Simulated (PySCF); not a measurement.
## Shapes and spin states of Cr(OH)₂

All numbers come from PBE0 in PySCF with Cr def2-SVP, O def2-SVP, H def2-SVP; no relativity; density-fitted integrals.

Relaxations began from a few typed shapes and spin states; open shells are unrestricted. The search is not exhaustive: other isomers or separated fragments can lie lower, and high-lying points may rest on an excited occupation.

```csv
spin,group,bonds,angles,imaginary modes (cm⁻¹),ΔE (kJ/mol),ΔE with ZPE (kJ/mol)
quintet,C2,"Cr–O 1.786 Å (×2), O–H 0.962 Å (×2)","Cr–O–H 125.7° (×2), O–Cr–O 144.1°",none,0.0,0.0
quintet,C2h,"Cr–O 1.792 Å (×2), O–H 0.961 Å (×2)","Cr–O–H 130.9° (×2), O–Cr–O 180.0°",90i,4.6,–
broken-symmetry Ms = 1 (⟨S²⟩ 2.82),C2h,"Cr–O 1.753 Å (×2), O–H 0.958 Å (×2)","Cr–O–H 151.5° (×2), O–Cr–O 180.0°",46i,124.9,–
broken-symmetry Ms = 0 (⟨S²⟩ 1.00),C2v,"Cr–O 1.701 Å (×2), O–H 0.961 Å (×2)","Cr–O–H 155.6° (×2), O–Cr–O 155.8°",none,162.4,165.4
"singlet (closed shell, unstable to spin polarisation)",C2v,"Cr–O 1.703 Å (×2), O–H 0.961 Å (×2)","Cr–O–H 150.3° (×2), O–Cr–O 150.7°",none,257.2,260.1
"singlet (closed shell, unstable to spin polarisation)",C2v,"Cr–O 1.701 Å (×2), O–H 0.961 Å (×2)","Cr–O–H 153.0° (×2), O–Cr–O 152.0°",none,257.4,259.9
"singlet (closed shell, unstable to spin polarisation)",D∞h,"Cr–O 1.698 Å (×2), O–H 0.961 Å (×2)","Cr–O–H 180.0° (×2), O–Cr–O 180.0°",2 found,261.4,–
```

The lowest minimum found is the quintet C2: Cr–O 1.786 Å (×2), O–H 0.962 Å (×2); Cr–O–H 125.7° (×2), O–Cr–O 144.1°.

For the lowest minimum: other spin states or occupations of the open shell can lie lower.

The electron or spin density has lower symmetry than the nuclear frame for the broken-symmetry Ms = 0 (⟨S²⟩ 1.00) C2v at 162.4 kJ/mol, singlet (closed shell, unstable to spin polarisation) C2v at 257.2 kJ/mol.
